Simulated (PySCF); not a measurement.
# SMILES C[Se]C1=CC=CC12CCC2, C$_{9}$H$_{12}$Se

Geometry:
```
atom   x (Å)   y (Å)   z (Å)
  C1   3.396   0.603   1.022
 Se2   1.546   1.170   1.061
  C3   0.849  -0.116  -0.117
  C4   1.470  -1.122  -0.779
  C5   0.472  -1.841  -1.573
  C6  -0.740  -1.278  -1.395
  C7  -0.619  -0.121  -0.446
  C8  -1.672  -0.130   0.704
  C9  -2.553   0.818  -0.126
 C10  -1.306   1.187  -0.946
 H11   3.793   0.674   0.000
 H12   3.952   1.282   1.681
 H13   3.486  -0.427   1.395
 H14   2.530  -1.374  -0.743
 H15   0.696  -2.701  -2.207
 H16  -1.682  -1.586  -1.850
 H17  -2.071  -1.111   0.997
 H18  -1.263   0.367   1.597
 H19  -3.073   1.628   0.405
 H20  -3.293   0.269  -0.728
 H21  -0.790   2.068  -0.535
 H22  -1.399   1.308  -2.035
```

Level of theory: PySCF, quadratic response CAM-B3LYP/def2-SVPD first hyperpolarisability, Taylor convention, gas phase. Geometry: PBE0-D3(BJ)/def2-SVP.

The calculation is non-relativistic, which matters for the atoms heavier than Zn.

**Question.** Give the tensor of the second harmonic β(−2ω;ω,ω) at 1064 nm in the axes of these coordinates.

**Answer.** In au, Taylor convention; rows are the first index (the induced dipole):
|  | xx | yy | zz | xy | xz | yz |
| --- | --- | --- | --- | --- | --- | --- |
| x | +71.7 | +78.6 | +127.2 | +104.2 | +81.9 | +73.0 |
| y | +113.8 | -55.9 | +63.6 | +89.2 | +84.6 | +106.9 |
| z | +89.5 | +101.5 | -32.3 | +81.6 | +136.2 | +64.8 |

Norm of βᵢ = ⅓ Σⱼ (βᵢⱼⱼ + βⱼᵢⱼ + βⱼⱼᵢ): 350.1 au, hyper-Rayleigh value 174.8 au.
